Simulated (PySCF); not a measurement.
Two species compared at the same levels of theory.

First species: C₃H₁₁ClO₂Si₃.
SMILES: `CO[SiH2]/C=C(/O[SiH3])[SiH2]Cl`

Second species: C6H5Cl3.
SMILES: `C=C(C)C#CC(Cl)(Cl)Cl`

Levels: PBE0/pcSseg-1 for dipole moment, HOMO energy, LUMO energy and HOMO–LUMO gap; GFN2-xTB for rotational constant A and rotational constant C. Geometries: GFN2-xTB. Each structure is a single optimised conformer of the isolated species, non-relativistic unless stated. Electronic properties by PySCF.

Dipoles, sizes and rotational constants follow the conformer. The torsions of the flexible species, by atom-mapped SMILES:
- `[CH3:1][O:2][SiH2:3]/[CH:4]=[C:5](/[O:6][SiH3:7])[SiH2:8][Cl:9]`: C1–O2–Si3–C4 173°, O2–Si3–C4–C5 -6°, C4–C5–O6–Si7 3°, C4–C5–Si8–Cl9 -69°

Which of the two has the higher rotational constant A, and by how much?

The second: 1.450 GHz against 1.155 GHz, a difference of 0.295 GHz.

Which has the higher rotational constant C?

The second: 0.485 GHz against 0.406 GHz, a difference of 0.079 GHz.

Which has the higher HOMO–LUMO gap?

The first: 6.50 eV against 5.81 eV, a difference of 0.69 eV.

Which has the higher HOMO energy?

The first: -7.29 eV against -7.50 eV, a difference of 0.21 eV.

Which of the two has the higher dipole moment, and by how much?

The second: 3.07 D against 2.03 D, a difference of 1.04 D.

Which of the two has the higher LUMO energy, and by how much?

The first: -0.79 eV against -1.69 eV, a difference of 0.90 eV.

On the first: The dipole equals about 6.8 × 10⁻³⁰ C·m (1 D = 3.33564 × 10⁻³⁰ C·m). A dipole of 2.03 D is allowed in C1, and pure rotational transitions are dipole-allowed.

On the second: A dipole of 3.07 D is allowed in Cs, and pure rotational transitions are dipole-allowed. In atomic units the dipole is 1.21 e·bohr (1 au = 2.5417 D).
